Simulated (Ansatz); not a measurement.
Ansatz (a quantum-chemistry and plane-wave program) input:

Ansatz 0.2 input:
```yaml
crystal:
  periodic: [false, false, false]
  atoms:
    - {symbol: Y, position_ang: [-0.00000000, 0.00000000, 0.00000000]}
    - {symbol: Br, position_ang: [-2.12402257, -1.63056569, -0.31795105]}
    - {symbol: Br, position_ang: [0.01108917, 2.43934278, -1.14925762]}
    - {symbol: Br, position_ang: [2.11293340, -0.80877709, 1.46720867]}
basis:
  gaussian:
    orbitals: def2-TZVPP
hamiltonian:
  xc: pbe
total_charge: -1
magnetization: {spin_polarized: true, initial_magnetization: 1}
correlation: {method: rpa, electrons: outside_noble_gas}
```

Task: What final total energy does it print?

Result: -7756.33967 Eh (RPA@PBE/def2-TZVPP). The basis has 200 functions.

The spin state was set by rule; other spins were not relaxed.
